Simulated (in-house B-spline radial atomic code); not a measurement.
Li: [He] 2s1

Computed with a B-spline radial code for spherical atoms: non-relativistic LDA PW92, spin-polarised, spherical fractional occupations, point nucleus.

Z_r = [3n² - l(l+1)]/(2<r>); Z_e = n√(-2ε); the last column is Slater's effective charge. Values are occupation-weighted means over spin.

```tsv
shell	electrons	ε (eV)	<r> (bohr)	Z_r	Z_e	Slater
1s	2	-50.905	0.5888	2.55	1.93	2.70
2s	1	-3.1646	3.823	1.57	0.96	1.30
```

The least bound orbital is 2s up at -3.165 eV, and it is also the most diffuse (<r> = 3.823 bohr).

The density falls to 0.001 bohr⁻³ at 4.159 bohr; Σ<r²> = 18.3 bohr² gives, by the non-relativistic formula and without the paramagnetism of open shells, a Langevin diamagnetic susceptibility of -14.49×10⁻⁶ cm³/mol.
